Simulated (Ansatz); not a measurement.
Clusters of 4 atoms, alloy: gap (eV) at several levels, gas phase, relaxed structures; Ansatz. Clusters are the lowest isomers that short searches found in that spin, judged at the geometry's level. Core potentials for Ag, Au, Mo, Pb, Pd, W in the def2 sets, no spin–orbit coupling. HOMO and LUMO are taken over both spins. Singlets are spin-restricted. The structures are stationary points that may keep the symmetry of their start. Remarks come from the PBE and PBE0 runs and from stability tests at other levels; not every state was tested.

```json
{"species": "Na3Pb", "state": "doublet", "geometry": "PBE-D4/def2-TZVP", "PBE-D4/def2-SVP": "0.80", "PBE-D4/def2-TZVP": "0.80", "PBE-D4/def2-TZVPD": "0.80", "r2SCAN-D4/def2-TZVPD": "1.28", "remarks": "spin-contaminated (⟨S²⟩ up to 0.85)"}
{"species": "AgPd3", "state": "doublet", "geometry": "PBE0-D4/def2-SVP", "PBE-D4/def2-SVP": "0.58", "PBE-D4/def2-TZVP": "0.58", "PBE-D4/def2-TZVPD": "0.58", "r2SCAN-D4/def2-TZVPD": "0.86", "remarks": "–"}
{"species": "SiMo3", "state": "singlet", "geometry": "PBE0-D4/def2-SVP", "PBE-D4/def2-SVP": "1.12", "PBE-D4/def2-TZVP": "1.11", "PBE-D4/def2-TZVPD": "1.11", "r2SCAN-D4/def2-TZVPD": "1.38", "remarks": "–"}
{"species": "CoSi3", "state": "doublet", "geometry": "PBE-D4/def2-SVP", "PBE-D4/def2-SVP": "0.94", "PBE-D4/def2-TZVP": "0.88", "PBE-D4/def2-TZVPD": "0.87", "r2SCAN-D4/def2-TZVPD": "1.53", "remarks": "spin-contaminated (⟨S²⟩ up to 1.17)"}
{"species": "SiW3", "state": "singlet", "geometry": "PBE-D4/def2-SVP", "PBE-D4/def2-SVP": "1.53", "PBE-D4/def2-TZVP": "1.48", "PBE-D4/def2-TZVPD": "1.47", "r2SCAN-D4/def2-TZVPD": "1.69", "remarks": "–"}
{"species": "Si2Au2", "state": "singlet", "geometry": "r2SCAN-D4/def2-SVP", "PBE-D4/def2-SVP": "1.31", "PBE-D4/def2-TZVP": "1.19", "PBE-D4/def2-TZVPD": "1.18", "r2SCAN-D4/def2-TZVPD": "1.43", "remarks": "–"}
```

Over the 6 species that have every level, the mean is 1.05 at PBE-D4/def2-SVP, 1.01 at PBE-D4/def2-TZVP, 1.00 at PBE-D4/def2-TZVPD, 1.36 at r2SCAN-D4/def2-TZVPD. Orbital gaps grow with the share of exact exchange and aren't one observable across functionals.
